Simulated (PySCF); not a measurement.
C₆H₆FP.
Bonds: C1–C2, C2–C3 (aromatic), C3–P4 (aromatic), P4–C5 (aromatic), C5–C6 (aromatic), C6–C7 (aromatic), C7–F8, C2–C7 (aromatic). Hydrogens: H9, H10, H11 on C1; H12 on C3; H13 on C5; H14 on C6.

Method: PySCF, PBE0-D3(BJ)/def2-SVP geometry optimisation, gas phase; density fitting, grid level 1; the optimiser is geomeTRIC in internal coordinates, started from a GFN2-xTB structure with every atom displaced at random (about 0.01 Å).

Step 1: E = -18302.3135 eV
```
atom  x, y, z in Å  |  force x, y, z in eV/Å
C1     -2.1226   -0.1581    0.4260    0.110  -0.223   0.009
C2     -0.6667   -0.5046    0.2792   -0.026  -0.002   0.015
C3     -0.2126   -1.8179    0.1564   -0.223  -0.143  -0.114
P4      1.4268   -2.3616   -0.0711   -0.126   0.012   0.043
C5      2.2414   -0.8302   -0.0573    0.376  -0.036   0.051
C6      1.6344    0.4030    0.1304   -0.045   0.267  -0.106
C7      0.2606    0.5450    0.2874    0.154  -0.356   0.337
F8     -0.2115    1.7583    0.5598   -0.052   0.320  -0.224
H9     -2.4554    0.4810   -0.4043   -0.026   0.027  -0.045
H10    -2.7439   -1.0645    0.4399    0.025   0.033  -0.005
H11    -2.3004    0.4048    1.3510   -0.034   0.056   0.099
H12    -0.9827   -2.6062    0.2043    0.168   0.149  -0.066
H13     3.3396   -0.8477   -0.1571   -0.267   0.014  -0.050
H14     2.2282    1.3259    0.1511   -0.034  -0.116   0.055
```

Step 2: E = -18302.3373 eV
```
atom  x, y, z in Å  |  force x, y, z in eV/Å
C1     -2.1192   -0.1730    0.4453    0.040   0.097  -0.003
C2     -0.6607   -0.4940    0.2925   -0.111  -0.005   0.074
C3     -0.2280   -1.8097    0.1417    0.147   0.017   0.001
P4      1.4103   -2.3561   -0.0634    0.016  -0.040  -0.044
C5      2.2428   -0.8321   -0.0311    0.062  -0.011   0.052
C6      1.6446    0.4088    0.1478   -0.055  -0.014  -0.012
C7      0.2719    0.5529    0.3051   -0.035  -0.088  -0.129
F8     -0.2028    1.7923    0.4511   -0.037   0.022   0.034
H9     -2.4640    0.4738   -0.3764   -0.024   0.014   0.008
H10    -2.7242   -1.0889    0.4436    0.010   0.008   0.006
H11    -2.3091    0.3732    1.3822   -0.012   0.001  -0.005
H12    -1.0015   -2.5874    0.1510    0.033   0.024  -0.003
H13     3.3314   -0.8570   -0.1545   -0.029  -0.009   0.012
H14     2.2436    1.3245    0.1607   -0.003  -0.015   0.008
```

Task: Estimate the geometry and energy of step 3. (The exact step hangs on the optimiser's Hessian estimate; all steps are aligned on step 2, rigid shifts and turns removed.)

Result: E = -18302.3383 eV, largest force 0.157 eV/Å
```
atom  x, y, z in Å  |  force x, y, z in eV/Å
C1     -2.1216   -0.1605    0.4541   -0.001  -0.084  -0.019
C2     -0.6702   -0.5060    0.2886    0.105   0.114   0.026
C3     -0.2130   -1.8135    0.1303   -0.116  -0.035   0.019
P4      1.4250   -2.3606   -0.0745   -0.016   0.018   0.002
C5      2.2526   -0.8349   -0.0203   -0.097   0.013   0.007
C6      1.6343    0.3986    0.1459    0.058   0.031   0.018
C7      0.2602    0.5401    0.2918    0.027   0.006  -0.101
F8     -0.2190    1.7808    0.4245    0.025  -0.012   0.038
H9     -2.4674    0.4924   -0.3631    0.012  -0.010   0.012
H10    -2.7400   -1.0669    0.4593   -0.022  -0.014   0.005
H11    -2.2956    0.3885    1.3931    0.018  -0.020  -0.019
H12    -0.9778   -2.5972    0.1324   -0.031  -0.047   0.005
H13     3.3409   -0.8512   -0.1323    0.027   0.015   0.012
H14     2.2266    1.3175    0.1660    0.011   0.025  -0.004
```

The energy changes by -0.0011 eV. The first-order estimate −F·Δx gives -0.0107 eV and the mean of the old and new forces, exact on a quadratic surface, -0.0011 eV. The step makes an angle of 66° with the force vector and moves no atom by more than 0.033 Å.

What follows is the cost of the whole optimisation. Time: 51 s wall; peak memory 0.59 GiB. Hardware: one thread of an Intel Xeon Platinum 8559C, shared host with 32 logical CPUs at a one-minute load of 9.4.
